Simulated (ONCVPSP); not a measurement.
u(r) = r·R(r): atom against pseudo-atom (vanadium)

Columns: radius, all-electron u(r) and pseudo u(r) of the 3s shell (level -68.18 eV) of vanadium in the configuration [Ne] 3s2 3p6 3d3.5 4s1.5; PBE, scalar-relativistic, ONCV scheme, ONCVPSP 4.0.1.

```tsv
r (bohr)	all-electron	pseudo
0.065	0.1846	0.0439
0.130	-0.3416	0.0977
0.195	-0.5920	0.1691
0.260	-0.5246	0.2619
0.325	-0.2694	0.3759
0.390	0.0547	0.5061
0.455	0.3723	0.6443
0.520	0.6444	0.7801
0.585	0.8554	0.9027
0.650	1.0037	1.0030
0.715	1.0948	1.0749
0.780	1.1375	1.1155
0.845	1.1420	1.1255
0.910	1.1175	1.1080
0.975	1.0724	1.0682
1.040	1.0135	1.0121
1.105	0.9461	0.9458
1.170	0.8745	0.8744
1.235	0.8018	0.8017
1.300	0.7302	0.7301
1.365	0.6612	0.6611
1.430	0.5958	0.5957
1.495	0.5347	0.5346
1.560	0.4782	0.4781
1.625	0.4263	0.4262
1.690	0.3791	0.3790
```

Question: How many radial nodes do the two functions have?

Answer: The all-electron 3s function has n − l − 1 = 2; the pseudo-wave has 0, since the states of the same l below it are removed with the core.

Question: At about which radius was the pseudo-wave matched?

Answer: 1.30 bohr. The columns agree to 0.0005 from 1.10 bohr on; several derivatives are matched, so the curves merge somewhat inside the radius.

Question: Is the pseudo-wave norm-conserving?

Answer: Yes: the ONCV scheme keeps the norm inside the radius equal to the all-electron one, which fixes the energy derivative of the logarithmic derivative at the level.
